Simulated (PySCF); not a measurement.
Isomers of C6H7FOSi, one GFN2-xTB conformer each. Single-point energies are computed at PBE0/pcSseg-1 (PySCF, gas phase, no added dispersion term), electronic only.

Problem. Rank them by PBE0/pcSseg-1 energy, lowest first (kcal/mol).
A. `[CH3:1][C:2]#[C:3][SiH2:4]/[C:5]([F:6])=[CH:7]\[CH:8]=[O:9]` with C3–Si4–C5–F6 0°, C5–C7–C8–O9 0°
B. `[F:1][c:2]1[cH:3][cH:4][cH:5][c:6]([O:7][SiH3:8])[cH:9]1` with C5–C6–O7–Si8 180°

Solution. B (0.0), A (66.2).

As drawn, the lower has an aromatic ring and an Si–O bond, which the higher lacks; the higher has a C=O bond, a C≡C bond and an Si–C bond, which the lower lacks. GFN2-xTB itself gives, in the same order: 0.0, 103.0. Both levels put the same isomer lowest.

Problem. Which frontier levels, dipoles and rotational constants go with these structures?

Solution. 
| SMILES | HOMO (eV, PBE0/pcSseg-1) | LUMO (eV) | dipole (D) | A, B, C (MHz) |
| --- | --- | --- | --- | --- |
| Fc1cccc(O[SiH3])c1 | -6.88 | -0.38 | 1.20 | 2672, 861.2, 656.2 |
| CC#C[SiH2]/C(F)=C\C=O | -7.50 | -2.22 | 1.62 | 3178, 693.0, 575.2 |
